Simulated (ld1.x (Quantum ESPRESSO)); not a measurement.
# carbon (C), RRKJ: configuration errors across variants

* Element: C (Z = 6)
* Generator: ld1.x (Quantum ESPRESSO) 7.5
* Type: norm-conserving RRKJ (Kleinman–Bylander form)
* Functional: PBEsol
* Relativity: scalar-relativistic
* Frozen core: [He]
* Valence charge: 4
* Reference configuration: 2s2 2p2
* Partial waves: 2s (bound): rc 1.25 bohr; 2p (bound): rc 2.90 bohr
* Local potential: all-electron potential smoothed inside 1.00 bohr (lloc = -1)
* Core correction: none
* rho0: 0.01

All-electron excitation energies from the reference (eV): (1) 2s2 2p1 10.789; (2) 2s2 2p0 34.807; (3) 2s1 2p0 82.771; (4) 2s1 2p3 8.427; (5) 2s1 2p2 19.502; (6) 2s0 2p4 16.873; (7) 2s2 2p2.3 -1.144.

2 further variants failed, have other tests or another functional or relativity, and are left out.

Errors AE − PS in meV (a dash: test not solved or not reliable):

| change | (1) | (2) | (3) | (4) | (5) | (6) | (7) | bound ghosts |
| --- | --- | --- | --- | --- | --- | --- | --- | --- |
| base | +158 | +1263 | +2442 | -42 | -147 | -163 | +2.7 | none |
| local potential all-electron potential smoothed inside 2.22 bohr (lloc = -1) | +227 | +1872 | +4269 | -40 | -102 | -164 | +3.9 | none |
| all radii scaled by about 0.72 (s 0.90, p 2.08 bohr); local potential all-electron potential smoothed inside 0.72 bohr (lloc = -1) | +38 | +375 | +799 | -5.6 | -41 | -22 | +0.5 | none |
| core correction a·sin(br)/r model core inside 1.48 bohr | +158 | +1263 | +2441 | -42 | -147 | -163 | +2.7 | none |
| wave 2s (bound): rc 1.25 bohr becomes 2s (bound): rc 1.56 bohr | +158 | +1257 | +2446 | -40 | -144 | -157 | +2.7 | none |
| local potential the p channel | +82 | +887 | +1807 | -28 | -157 | -109 | -1.3 | none |
| wave 2p (bound): rc 2.90 bohr becomes 2p (bound): rc 2.18 bohr | +46 | +442 | +941 | -8.1 | -49 | -32 | +0.6 | none |
| local potential all-electron potential smoothed inside 1.58 bohr (lloc = -1) | +157 | +1258 | +2433 | -42 | -151 | -164 | +2.6 | none |
| wave 2p (bound): rc 2.90 bohr becomes 2p (bound): rc 2.04 bohr | +33 | +332 | +734 | -4.2 | -34 | -17 | +0.4 | none |
| wave 2p (bound): rc 2.90 bohr becomes 2p (bound): rc 3.46 bohr | +322 | +2263 | +4257 | -96 | -234 | -375 | +7.0 | none |

Q: Give the same row for: type TM; local potential the s channel; rho0 0.

A: +113, +947, +1836, -22, -112, -84, +1.8; bound ghosts: none.
